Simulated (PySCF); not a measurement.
A structure optimised at B3LYP-D3(BJ)/def2-SVP, used in a PySCF frequency run:

```xyz
12

O     -3.0871     0.2424    -0.0602
C     -2.3347    -0.4119     0.6124
O     -1.0043    -0.3846     0.4955
Si    -0.2592     0.6341    -0.6775
O      1.3461     0.3556    -0.4737
Si     2.4983    -0.5007     0.3749
H     -2.6542    -1.1159     1.4100
H     -0.5779     2.0454    -0.3704
H     -0.6865     0.2130    -2.0295
H      2.4118    -0.1793     1.8271
H      3.8318    -0.1029    -0.1477
H      2.2987    -1.9642     0.1798
```

**Question.** Write its SMILES and formula.

**Answer.** O=CO[SiH2]O[SiH3], CH6O3Si2

**Question.** What are its rotational constants (standard atomic weights)?

**Answer.** 7.0483, 1.0482, 0.93293 GHz
